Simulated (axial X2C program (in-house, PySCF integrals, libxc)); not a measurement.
# Which molecule has these constants?

Calculated with an in-house all-electron X2C program for linear molecules (integrals from PySCF), spin-free (one-electron X2C) or two-component (2c: spin–orbit coupling with atomic mean-field Coulomb and Gaunt terms, which also bring small scalar terms), in Dyall basis sets with cores contracted in-house; open shells are unrestricted.

A two-component PBE0 calculation in a Dyall 3-zeta basis gave Re = 2.968 Å, ωe = 125.2 cm⁻¹, De = 0.44 eV, Ω = 1/2.

Task: Which molecule is it?
A. NaAu⁺
B. LiAu⁺
C. AuH⁺

Result: A. The others have AuH⁺ 1.535 Å and 2235.7 cm⁻¹ (Ω = 1/2); LiAu⁺ 2.578 Å and 272.9 cm⁻¹ (Ω = 1/2).

Each entry is the lowest single determinant of a limited PBE0 search at one distance. De goes to single-determinant-based atoms at the same level (for ions the charge split of lowest energy) and is withheld (n/a) where an atom does not fit its ground term or J level. Main or longest-lived isotopes.
